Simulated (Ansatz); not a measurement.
A made-up structure of BH$_{3}$TeO, closed shell:

O1  (-0.991, -0.200, -1.496)
B2  (0.073, -0.305, -0.431)
Te3  (0.016, 0.957, 1.644)
H4  (-1.802, 0.477, -1.296)
H5  (1.098, -1.135, -0.644)
H6  (1.605, 0.205, 2.224)
(Å)

It is relaxed with PBE-D4/def2-SVP and then PBE0-D4/def2-TZVP (Ansatz 0.2.0). Atoms count as bonded within 1.22 times the sum of their covalent radii (H–H: 0.88 Å). The end point is not checked to be a true minimum.

**Question.** Does its bonding change? (A judgement: the text doesn't fix the answer.)

**Answer.** By the calculation: No: no bond forms or breaks.

Where it ends: The first stage lowers the energy by 1.23 eV in 7 steps. It ends as BH₃TeO ([OH][BH][TeH]):
| atom | x (Å) | y (Å) | z (Å) |
| --- | --- | --- | --- |
| O1 | -0.8843 | -0.1783 | -1.3361 |
| B2 | 0.0661 | -0.2727 | -0.3857 |
| Te3 | 0.0136 | 0.8546 | 1.4673 |
| H4 | -1.6085 | 0.4260 | -1.1563 |
| H5 | 0.9804 | -1.0142 | -0.5764 |
| H6 | 1.4328 | 0.1847 | 1.9871 |

Labels in which every atom is bracketed show which atoms are joined, not bond orders.

For scale, one of the runs: PBE0-D4/def2-TZVP relaxation, 130 basis functions, launched by `ansatz run in.yaml --threads 2 --pin off --events-out ev --progress --plain --max-ram 4352MiB`. The run took about 17 s on 2 CPU threads of an Arm Neoverse V2 (shared host).
